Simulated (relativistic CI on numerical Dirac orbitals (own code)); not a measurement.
## P⁶⁺: calculation against measurement

Calculated at this level of theory: Dirac-Coulomb-Breit CI, separate exchange-only KLI orbitals for each configuration, a model potential for QED, unscaled Slater integrals (own radial code, finite nucleus).

Configuration list (outside the closed core 1s2): 2s2 2p5, 2s 2p6, 2s2 2p4 3s, 2s2 2p4 3p, 2s2 2p4 3d, 2p6 3s, 2p6 3p, 2s 2p5 3s, 2p6 3d, 2s2 2p4 4s, 2s2 2p4 4p, 2s 2p5 3p, 2s2 2p4 4d, 2s2 2p4 4f, 2s2 2p4 5s, 2s 2p5 3d, 2s2 2p4 5p, 2s2 2p3 3s2, 2s2 2p4 5d, 2s2 2p4 5f, 2s2 2p4 5g, 2s2 2p3 3s 3p, 2s2 2p3 3p2, 2s2 2p3 3s 3d, 2s 2p5 4s, 2s 2p5 4p, 2s2 2p3 3p 3d, 2s 2p5 4d, 2s 2p5 4f, 2s 2p4 3s2, 2s2 2p3 3d2, 2s 2p5 5s, 2s 2p4 3s 3p, 2s 2p5 5p, 2s 2p5 5d, 2s 2p5 5f. Levels of other configurations are missing.

```csv
Configuration,Term (tabulated),J,Measured (cm⁻¹),Computed,Error,Purity (%)
2s2 2p5,2P°,3/2,0.0,0,0,100
2s2 2p5,2P°,1/2,7273.0,7231,-42,100
2s2 2p4 3s,4P,5/2,1259730.0,1252822,-6908,99
2s2 2p4 3s,4P,3/2,1264170.0,1257189,-6981,97
2s2 2p4 3s,2P,3/2,1277380.0,1271135,-6245,97
2s2 2p4 3s,2P,1/2,1282550.0,1276264,-6286,99
2s2 2p4 3s,2S,1/2,1375810.0,1366161,-9649,96
2s2 2p4 3d,2P,1/2,1505300.0,1501586,-3714,98
2s2 2p4 3d,2P,3/2,1511310.0,1507636,-3674,70
2s2 2p4 3d,2S,1/2,1548480.0,1547049,-1431,95
2s2 2p4 3d,2P,3/2,1552170.0,1550526,-1644,98
2s2 2p4 3d,2P,1/2,1554420.0,1552812,-1608,97
2s2 2p4 4s,2P,3/2,1695720.0,1688534,-7186,78
2s2 2p4 4s,2P,1/2,1701380.0,1693050,-8330,97
```

Measured levels from Martin, Zalubas and Musgrove, J. Phys. Chem. Ref. Data 14, 751 (1985); pairs were made by configuration, J and term (by order where the table uses no LS term), so strongly mixed levels may be paired wrongly. Some J values or terms of the table were assigned by a fit.

Mean error by configuration (cm⁻¹): 2s2 2p5 -42; 2s2 2p4 3s -7214; 2s2 2p4 3d -2414; 2s2 2p4 4s -7758. Over the excited levels the mean absolute error is 4900 cm⁻¹ (13 of the 15 excited levels that our extract of the source holds in range could be paired, and the others can miss by more), and the median relative error of those above 1,000 cm⁻¹ is 0.49 %.
